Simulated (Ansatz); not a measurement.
Relaxation of ClH₅O₃Ti (10 atoms, charge 0, multiplicity 1), to a largest force component of 0.03 eV/Å in at most 50 steps.

The calculation used RKS PBE0-D4/def2-SVP (Ansatz 0.2.0).

```xyz
10
Properties=species:S:1:pos:R:3
Ti -0.165 -0.170 0.063
O -0.107 -0.317 1.919
H -0.616 0.249 2.510
Cl 1.864 -0.256 -0.821
O -1.041 1.270 -0.450
H -1.773 1.362 -1.069
O -1.065 -1.551 -0.553
H -1.262 -2.412 -0.171
H 1.251 2.082 1.224
H 1.059 1.553 1.673
```

**Question.** Where does it end, and by what steps?

**Answer.** The run converged. The force dipped under the threshold on the way, but the program's further checks kept it going. After 31 steps the energy has fallen by 0.241 eV; H9 moved furthest, 1.26 Å.

| step | energy less start (eV) | largest force component (eV/Å) | accepted |
| --- | --- | --- | --- |
| 0 | 0.0000 | 1.703 | yes |
| 2 | -0.1832 | 0.268 | yes |
| 4 | -0.1860 | 0.961 | no |
| 6 | -0.2086 | 0.263 | yes |
| 8 | -0.2118 | 0.536 | no |
| 10 | -0.2152 | 0.558 | no |
| 12 | -0.2195 | 0.212 | yes |
| 14 | -0.2234 | 0.088 | yes |
| 16 | -0.2278 | 0.077 | yes |
| 18 | -0.2095 | 0.983 | no |
| 20 | -0.2356 | 0.056 | yes |
| 22 | -0.2303 | 0.491 | no |
| 24 | -0.2376 | 0.114 | yes |
| 26 | -0.2390 | 0.030 | yes |
| 28 | -0.2402 | 0.051 | yes |
| 30 | -0.2408 | 0.036 | yes |
| 31 | -0.2410 | 0.019 | yes |

```xyz
10
Properties=species:S:1:pos:R:3
Ti -0.449 -0.238 -0.058
O -0.459 -0.148 1.703
H -0.595 0.572 2.327
Cl 1.642 0.074 -0.763
O -1.473 1.033 -0.730
H -2.135 1.041 -1.430
O -1.030 -1.820 -0.581
H -1.159 -2.660 -0.130
H 1.920 2.225 2.284
H 1.884 1.732 1.703
```

Run time: 2.1 min on 4 threads of Intel(R) Xeon(R) Platinum 8259CL CPU @ 2.50GHz (Skylake/Cascade Lake), with other jobs on the host, peak memory 0.33 GiB.
